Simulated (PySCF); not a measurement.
Compound: 4-cyanothiazole, C₄H₂N₂S.
Cartesian coordinates in Å at the PBE0-D3(BJ)/def2-SVP level; atoms count from 1:
```xyz
9
C4H2N2S angstrom
N      3.064   -0.742    0.704
C      1.952   -0.531    0.456
C      0.586   -0.241    0.153
C      0.070    1.036    0.102
S     -1.590    0.961   -0.291
C     -1.473   -0.767   -0.358
N     -0.299   -1.251   -0.110
H      0.589    1.976    0.274
H     -2.349   -1.375   -0.596
```

All values: wB97X-D/def2-SVPD (PySCF, non-relativistic), on one gas-phase PBE0-D3(BJ)/def2-SVP geometry that isn't relaxed in the solvent. The solvent is an IEF-PCM continuum (Bondi radii, 1.10 Å for H, scaled by 1.2). Only the electrostatic response of the medium enters.

Gas phase at wB97X-D/def2-SVPD: HOMO -9.78 eV, LUMO -0.20 eV, dipole 5.27 D.

**Question.** What does the continuum do to the energy, the frontier levels and the dipole at wB97X-D/def2-SVPD in cyclohexane and acetonitrile?

**Answer.** 
```
     solvent      ε  E(solvent) − E(gas) (kcal/mol)  polarisation term (kcal/mol)  distortion of the solute (kcal/mol)  HOMO (eV)  LUMO (eV)  dipole (D)
 cyclohexane  2.017                           -3.32                         -3.67                                 0.35      -9.68      -0.08        6.02
acetonitrile  35.69                           -8.49                        -10.84                                 2.35      -9.58       0.05        7.23
```

The first energy column is the sum of the next two and covers electrostatics alone. From cyclohexane to acetonitrile the lowering changes by a factor 2.55, Onsager's factor (ε − 1)/(2ε + 1) by 2.37 and ε itself by 17.7.

**Question.** Which radius a makes the point-dipole formula ΔE = −[(ε − 1)/(2ε + 1)]·μ²/a³ give the value in acetonitrile, with the gas-phase dipole?

**Answer.** μ = 2.075 au and |ΔE| = 0.01354 Eh give a = 2.83 Å; the farthest nucleus lies 3.14 Å from the centroid of the nuclei, so such a sphere wouldn't even hold the nuclei. The formula assumes a rigid point dipole at the centre of a sphere.

**Question.** Give the dipole vector in the frame of the coordinates (D, pointing from negative to positive charge), gas and acetonitrile.

**Answer.** Gas (-4.50, 2.60, -0.91), solvent (-6.07, 3.74, -1.21). Its length changes by +37 % and its direction by 2°.

**Question.** How does the static polarisability (wB97X-D/def2-SVPD, frozen core, with the continuum's full static response) change?

**Answer.** 
| medium | isotropic (au) | principal values (au) | ⟨r²⟩ of the electrons (bohr²) |
| --- | --- | --- | --- |
| gas | 73.6 | 45.5, 69.5, 105.9 | 844.1 |
| cyclohexane | 83.7 | 50.5, 79.0, 121.6 | 844.7 |
| acetonitrile | 102.1 | 62.0, 96.7, 147.6 | 845.6 |

The isotropic value in acetonitrile is 1.39 times the gas-phase one; no cavity-field correction is applied. ⟨r²⟩ is taken about the centre of nuclear charge.

The pairwise dispersion term of wB97X-D wasn't added to the energies; at a given geometry it leaves orbitals and properties as they are.
